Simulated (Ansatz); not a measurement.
Reaction (cleavage of the Al–Si bond): `[CH3][AlH][SiH2][SeH]` + HI → `[CH3][AlH][I]` + `[SiH3][SeH]`

Calculated with Ansatz (gas phase, PBE0-D4/def2-TZVP geometries, no zero-point term in ΔE). CCSD(T)/CBS is the MP2 limit (def2-TZVPP, def2-QZVPP) plus CCSD(T) − MP2 in def2-TZVPP, frozen cores. Functionals use def2-TZVPP. def2 core potentials past Kr. For I, Se outer-core shells are correlated without core-valence functions, which leaves a few kJ/mol of doubt a bond. Scalar relativity is left out up to krypton. Each species was taken in one conformer, which may not be the lowest.

`[CH3][AlH][SiH2][SeH]`:

```xyz
11

C    -1.803    0.773   -1.384
Al    0.065    0.531   -0.874
Si    0.687   -0.672    1.181
Se    2.979   -0.685    1.267
H    -2.010    0.224   -2.310
H    -2.012    1.826   -1.597
H    -2.512    0.430   -0.628
H     1.227    1.104   -1.796
H     0.178   -2.076    1.199
H     0.143   -0.024    2.410
H     3.058   -1.431    2.531
```

HI:

Z-matrix (Å, degrees):
```
I
H 1 1.610
```

`[CH3][AlH][I]`:

```xyz
7

C     0.894    0.307    0.224
Al   -0.961   -0.092   -0.182
I    -1.596   -2.396   -0.856
H     1.265    1.101   -0.433
H     1.545   -0.562    0.114
H     0.987    0.679    1.250
H    -2.134    0.963   -0.116
```

`[SiH3][SeH]`:

Z-matrix (Å, degrees):
```
Si
Se 1 2.279
H 1 1.484 2 111.4
H 1 1.484 2 111.5 3 -122.1
H 1 1.483 2 104.9 3 119.0
H 2 1.469 1 93.0 3 60.4
```

```csv
level,ΔE (kcal/mol)
r2SCAN-D4,-37.1
BHLYP,-39.1
```

Task: What does CCSD(T)/CBS give? (An estimate is asked.)

Result: Ansatz gave: -37.9 kcal/mol. The listed levels differ from it by 0.8, -1.2 kcal/mol.

Largest T1 diagnostic among the species: 0.010.

From r2SCAN to r2SCAN0 (25 % exact exchange), in def2-TZVPP and without D4, ΔE moves by −1.0 kcal/mol. At CCSD(T), def2-SVP lies +1.1 kcal/mol from the extrapolated value and def2-TZVPP +1.4 kcal/mol. In def2-TZVPP, CCSD(T) changes the Hartree–Fock value by +5.4 kcal/mol (the triples alone add +0.4 kcal/mol) and MP2 by +2.0 kcal/mol.
